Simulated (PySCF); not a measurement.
HBN (SMILES B=[N]), doublet, geometry from GFN2-xTB; PySCF with MN15/pcseg-1.

PySCF was given this input:
```python
from pyscf import gto, scf, dft

mol = gto.Mole()
mol.atom = '''
    B    -0.00000000   -0.00000000   -0.57858715
    N     0.00000000    0.00000000    0.65947657
    H    -0.00000000   -0.00000000   -1.72340024
'''
mol.basis = 'pcseg-1'
mol.spin = 1
mol.verbose = 3
mol.build()

mf = dft.UKS(mol)
mf.xc = 'mn15'
mf.grids.prune = dft.gen_grid.sg1_prune
mf.kernel()
mf.analyze()
```

**Question.** Predict the main parts of the log of this PySCF run.

**Answer.** 
```
converged SCF energy = -79.9803338820975  <S^2> = 0.75146893  2S+1 = 2.0014684
**** MO energy ****
                             alpha | beta                alpha | beta
MO #1   energy= -14.1152248148768  | -14.1089927350699  occ= 1 | 1
MO #2   energy= -6.72852361175041  | -6.7267127816358   occ= 1 | 1
MO #3   energy= -0.892246935299748 | -0.841344011001302 occ= 1 | 1
MO #4   energy= -0.527075655504524 | -0.521849187995125 occ= 1 | 1
MO #5   energy= -0.404665028528428 | -0.382231181119764 occ= 1 | 1
MO #6   energy= -0.401065591365068 | -0.349638898049622 occ= 1 | 1
MO #7   energy= -0.368382406847966 | -0.168061532639997 occ= 1 | 0
MO #8   energy= 0.0244177524647031 | 0.054838163451715  occ= 0 | 0
MO #9   energy= 0.0504628253669814 | 0.0865154599484299 occ= 0 | 0
MO #10  energy= 0.0999961358598735 | 0.113275784377486  occ= 0 | 0
MO #11  energy= 0.218186247893498  | 0.226951784072219  occ= 0 | 0
MO #12  energy= 0.291963323829319  | 0.300539093325583  occ= 0 | 0
MO #13  energy= 0.295245796176156  | 0.311282037188019  occ= 0 | 0
MO #14  energy= 0.312152643885445  | 0.337829085930691  occ= 0 | 0
MO #15  energy= 0.599150767640175  | 0.613087949950101  occ= 0 | 0

To work with the spin densities directly, `use mulliken_meta_spin()` only printing them here.

 ** Mulliken spin pop alpha/beta on meta-lowdin orthogonal AOs **
 ** Mulliken Spin Density (per atom)  **
spin density of  0 B =      0.32079
spin density of  1 N =      0.69414
spin density of  2 H =     -0.01493
 ** Mulliken pop alpha/beta on meta-lowdin orthogonal AOs **
 ** Mulliken atomic charges   ( Nelec_alpha | Nelec_beta ) **
charge of  0B =      0.17531  (     2.57274      2.25195 )
charge of  1N =     -0.21052  (     3.95233      3.25819 )
charge of  2H =      0.03521  (     0.47493      0.48986 )
Dipole moment(X, Y, Z, Debye): -0.00000, -0.00000, -2.53915
```
